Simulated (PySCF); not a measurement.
Ru(O)3(OH)2 (H2O5Ru), SMILES [O]=[Ru](=[O])(=[O])([OH])[OH], multiplicity 1. Geometry optimised at PBE-D3(BJ)/def2-SVP. The multiplicity is an assumed one; other spin states were not compared. The def2 effective core potentials stand for the cores of Ru; spin–orbit coupling is left out. The values are those of a single conformer.

Level of theory: PBE-D3(BJ)/def2-SVP (PySCF).

Harmonic wavenumbers (cm⁻¹): 114, 236, 279, 282, 321, 336, 383, 533, 561, 575, 624, 853, 895, 942, 969, 1001, 3619, 3624. Rotational constants (GHz): 3.353, 2.740, 2.429; symmetry number 1.

Question: Work out the zero-point energy and the ideal-gas rigid-rotor harmonic-oscillator thermochemistry at 298.15 K and 1 atm.

Answer: ZPE = ½ Σ hcν = ½ × 16146 cm⁻¹ = 23.08 kcal/mol. H − E(el) = 28.06 kcal/mol. Entropy in cal/(mol K): translation 41.52, rotation 27.07, vibration 14.30, total 82.88. G − E(el) = 3.35 kcal/mol. Cp = 26.51 cal/(mol K). Modes under 150 cm⁻¹ make the vibrational entropy uncertain.
